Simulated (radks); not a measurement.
Task: Species: Kr V. Configuration: [Ar] 3d10 4s1 4p3 (not the ground configuration). Calculated with a radial shooting solver on a logarithmic mesh with Libxc functionals: scalar-relativistic Kohn-Sham, r2SCAN, spin-polarised, spherical densities, finite nucleus; open shells are filled with parallel spins first; meta-GGA in the generalised Kohn-Sham scheme; Fermi nuclear charge, rms radius 4.1884 fm. Some entries of the table are withheld. Estimate them.

orbital  occ.  eigenvalue (Ry)  <r> (bohr)
1s up       1        -1047.650     0.04149
1s down     1        -1047.604     0.04149
2s up       1        -142.4024      0.1833
2s down     1        -142.3906      0.1833
2p up       3        -126.2580      0.1601
2p down     3        -126.2243      0.1601
3s up       1        -24.14143      0.5286
3s down     1        -24.09563      0.5286
3p up       3        -18.93538      0.5391
3p down     3        -18.88002      0.5384
3d up       5        -10.35041         (1)
3d down     5        -10.27458         (2)
4s up       1         -5.66840       1.425
4s down     0         -4.99838       1.429
4p up       3         -4.39582       1.577
4p down     0         -3.78456       1.623
4d up       0         -2.54360       1.996
5s up       0              (3)       3.058

Result: 
(1) 3d up <r> (bohr): 0.5535
(2) 3d down <r> (bohr): 0.5482
(3) 5s up eigenvalue (Ry): -2.02777
